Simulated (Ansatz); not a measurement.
Basis-set extrapolation for H7NO2Si2 (`N[SiH](O)[SiH2]O`) (PBE0-D4/def2-TZVP geometry, frozen core, Ansatz). Multiplicity 1, RHF reference.

|  | def2-TZVPP | def2-QZVPP |
| --- | --- | --- |
| HF | -786.363410 | -786.392290 |
| MP2 correlation | -0.942713 | -1.017797 |
| CCSD(T) correlation | -1.018484 | not run |

Energies in hartree. Use E(X) = E(∞) + A·exp(−7.88·√X) for Hartree–Fock and E(X) = E(∞) + B·X^(−2.97) for correlation, with X = 3 and 4, and add CCSD(T) minus MP2 of the smaller set to the MP2 limit.

**Question.** What is the CCSD(T) energy at the basis-set limit?

**Answer.** HF limit: -786.392290 + (-0.028880) × 0.13774 = -786.39627. MP2 limit: -1.017797 + (-0.075084) × 0.74074 = -1.07341. Higher-order term: -1.018484 − (-0.942713) = -0.07577. Total: -787.54545 hartree, 102.6 kcal/mol below CCSD(T)/def2-TZVPP.
